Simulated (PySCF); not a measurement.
A calculated (UHF, PySCF 2.14, x2c-TZVPall, scalar relativity by spin-free X2C-1e) atom or ion has these occupied shells.

```tsv
shell	electrons	orbital energy (eV)	rms radius, mean of both spins (bohr)
1s α	1	-25684.3	0.0357
1s β	1	-25684.3	0.0357
2s α	1	-3902.0	0.146
2s β	1	-3901.3	0.146
2p α	3	-3498.9	0.130
2p β	3	-3498.1	0.130
3s α	1	-784.85	0.392
3s β	1	-784.46	0.392
3p α	3	-648.94	0.394
3p β	3	-648.46	0.394
3d α	5	-434.39	0.376
3d β	5	-433.33	0.376
4s α	1	-157.03	0.970
4s β	1	-152.89	0.970
4p α	3	-115.31	1.06
4p β	3	-110.14	1.06
4d α	5	-52.659	1.35
4d β	3	-50.692	1.35
```

(1) Name the element and its charge.

## Answers

(1) Ag³⁺ (silver, charge +3), in [Kr] 4d8, high-spin 3F determinant.
